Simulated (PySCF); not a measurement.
Stepwise substitution at one centre (Al Br-NH2). Gas-phase values, no solvent. Strings in code marks are SMILES.

The LUMO from two functionals at the same geometries (B3LYP-D3(BJ)/def2-TZVP), both in PySCF: PBE-D3(BJ)/def2-TZVP and B3LYP-D3(BJ)/def2-TZVP. B3LYP has the VWN-RPA correlation part, as in Gaussian. 

| species | PBE-D3(BJ)/def2-TZVP (eV) |
|---|---|
| 0 of 3 Br replaced by NH2 (`[Br][Al]([Br])[Br]`) | -2.45 |
| 1 of 3 Br replaced by NH2 (`[Al]([NH2])([Br])[Br]`) | -1.68 |
| 2 of 3 Br replaced by NH2 (`[Br][Al]([NH2])[NH2]`) | -1.01 |
| 3 of 3 Br replaced by NH2 | -0.50 |

What does B3LYP-D3(BJ)/def2-TZVP give for each?


- 0 of 3 Br replaced by NH2 (`[Br][Al]([Br])[Br]`): -1.87
- 1 of 3 Br replaced by NH2 (`[Al]([NH2])([Br])[Br]`): -1.12
- 2 of 3 Br replaced by NH2 (`[Br][Al]([NH2])[NH2]`): -0.48
- 3 of 3 Br replaced by NH2: -0.02
Over these rows, drawn at random from the members with no instability flagged (it was tested for open shells, ions and some series alone), PBE minus B3LYP-D3(BJ): mean -0.54 eV, from -0.57 eV to -0.48 eV.
